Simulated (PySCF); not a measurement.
Li(OH) (HLiO), SMILES [Li][OH].

Geometry optimised at r2SCAN-D4/def2-TZVPD. The isomer is the one that the SMILES or the coordinates give; other isomers of the formula were not compared.

Computed with PySCF with TDA-PBE0/def2-TZVPD.

Vertical excitations; the highest root listed may be one member of a degenerate set. The molecule is in vacuum. State labels are in the subgroup C2v.

| state | symmetry | energy (eV) | λ (nm) | f | main pairs |
|---|---|---|---|---|---|
| S1 | B1 | 4.16 | 298 | 0.029 | HOMO→LUMO (degenerate set) |
| S2 | B2 | 4.16 | 298 | 0.029 | HOMO−1→LUMO (degenerate set) |
| S3 | A1 | 5.74 | 216 | 0.000 | HOMO→LUMO+1, HOMO−1→LUMO+2 (degenerate set) |
| S4 | A2 | 5.74 | 216 | 0.000 | HOMO→LUMO+2, HOMO−1→LUMO+1 (degenerate set) |
| S5 | A2 | 5.78 | 215 | 0.000 | HOMO−1→LUMO+1 48 %, HOMO→LUMO+2 48 % |
| S6 | B1 | 5.88 | 211 | 0.049 | HOMO→LUMO+3 (degenerate set) |
| S7 | B2 | 5.88 | 211 | 0.049 | HOMO−1→LUMO+3 (degenerate set) |
| S8 | A1 | 6.19 | 200 | 0.042 | HOMO−1→LUMO+2 49 %, HOMO→LUMO+1 49 % |
| S9 | B1 | 7.09 | 175 | 0.000 | HOMO→LUMO+4 (degenerate set) |
| S10 | B2 | 7.09 | 175 | 0.000 | HOMO−1→LUMO+4 (degenerate set) |
| T1 | B1 | 4.06 | 305 | 0 | HOMO→LUMO (degenerate set) |
| T2 | B2 | 4.06 | 305 | 0 | HOMO−1→LUMO (degenerate set) |
| T3 | A1 | 5.44 | 228 | 0 | HOMO→LUMO+1 46 %, HOMO−1→LUMO+2 46 % |
| T4 | A1 | 5.60 | 221 | 0 | HOMO−1→LUMO+2 47 %, HOMO→LUMO+1 47 % |
Triplets are in the Tamm–Dancoff approximation.
